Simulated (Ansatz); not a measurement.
Reaction (formal exchange of groups at the Al–Si bond): `C[NH][Al]([CH3])[SiH3]` + `C#C` → `C#[C][Al]([CH3])[NH]C` + SiH₄

Computed with Ansatz on PBE0-D4/def2-TZVP structures; ΔE is electronic, products minus reactants. CCSD(T)/CBS is the MP2 limit (def2-TZVPP, def2-QZVPP) plus CCSD(T) − MP2 in def2-TZVPP, frozen cores. This one scheme is used for every species. Functionals use def2-TZVPP. Each species was taken in one conformer, which may not be the lowest.

```csv
level,ΔE (kJ/mol),difference from CCSD(T)/CBS
PBE-D4,-45.3,15.4
r2SCAN-D4,-59.9,0.8
PBE0-D4,-49.4,11.3
B2PLYP,-66.5,-5.8
PBE0,-50.6,10.1
HF/def2-TZVPP,-77.7,-17.0
MP2/def2-QZVPP,-69.8,-9.1
SCS-MP2/def2-QZVPP,-71.5,-10.8
HF/CBS(def2),-78.2,-17.5
MP2/CBS(def2),-69.0,-8.3
CCSD(T)/CBS,-60.7,0
```

Largest T1 diagnostic among the species: 0.013.

In def2-TZVPP, CCSD(T) changes the Hartree–Fock value by +15.5 kJ/mol (the triples alone add +1.1 kJ/mol) and MP2 by +7.2 kJ/mol. From PBE to PBE0 (25 % exact exchange), in def2-TZVPP and without D4, ΔE moves by −4.2 kJ/mol.
